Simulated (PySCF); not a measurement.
Gas-phase reaction: TiCl3NH2 + HCl = TiCl4 + N + 3 H, at 500 K and a standard pressure of 1 bar. Level: MP2/def2-SVP†.

Method: PySCF energies plus ideal-gas RRHO corrections (1 bar). † marks an energy on the PBE0/def2-TZVP geometry and frequencies. MP2 freezes the core. Open shells (unrestricted): N (multiplicity 4), H (multiplicity 2); the rest are closed-shell singlets. TiCl3NH2: computed as isolated molecules; such fragments, hydroxides, amides, oligomers or adducts are transient or little studied in the gas. MP2 isn't extrapolated to the basis-set limit; its ΔH°(298 K) is 999.2 kJ in def2-SVP and 1063.3 kJ in def2-TZVPP. The harmonic model lacks anharmonicity and excited electronic states, which grow with temperature; levels with a mode under 35 cm⁻¹ are left out. Soft modes under 120 cm⁻¹ make the harmonic entropy rough for TiCl3NH2, TiCl4.

```csv
species,E (Ha),H(500 K) − E (kJ/mol),S°(500 K) (J/mol/K)
TiCl3NH2,-2283.03430,123.8,452.7
HCl,-460.08324,32.5,201.9
TiCl4,-2686.80842,56.9,404.6
N,-54.40612,10.4,164.0
H,-0.49928,10.4,125.5
```
E: electronic energy; H − E holds the zero-point and thermal terms. 1 Ha = 2625.5 kJ/mol.

Problem. Work out ΔH°, ΔS°, ΔG° and log10 K from these numbers.

Solution. 1. ΔE = 1×(-2686.80842) + 1×(-54.40612) + 3×(-0.49928) − 1×(-2283.03430) − 1×(-460.08324) = 0.40516 Ha = 1063.7 kJ.
2. Δ(H − E) = 1×(56.9) + 1×(10.4) + 3×(10.4) − 1×(123.8) − 1×(32.5) = -57.8 kJ, so ΔH° = 1005.9 kJ.
3. ΔS° = 1×(404.6) + 1×(164.0) + 3×(125.5) − 1×(452.7) − 1×(201.9) = 290.5 J/K; the number of gas molecules changes by +3.
4. ΔG° = ΔH° − TΔS° = 1005.9 − 500×(290.5)/1000 = 860.6 kJ.
5. log10 K = −ΔG°/(RT ln 10) = -89.93, with RT ln 10 = 9.57 kJ/mol; at standard pressures the reactants are favoured.
6. A shift of 10 kJ in ΔE would move log10 K by 1.04 here.
For scale, ΔH°(298 K) is 999 kJ at this level, 1113 kJ at ωB97M-V/def2-TZVP†, and runs from 706 to 1264 kJ over the 17 levels computed.
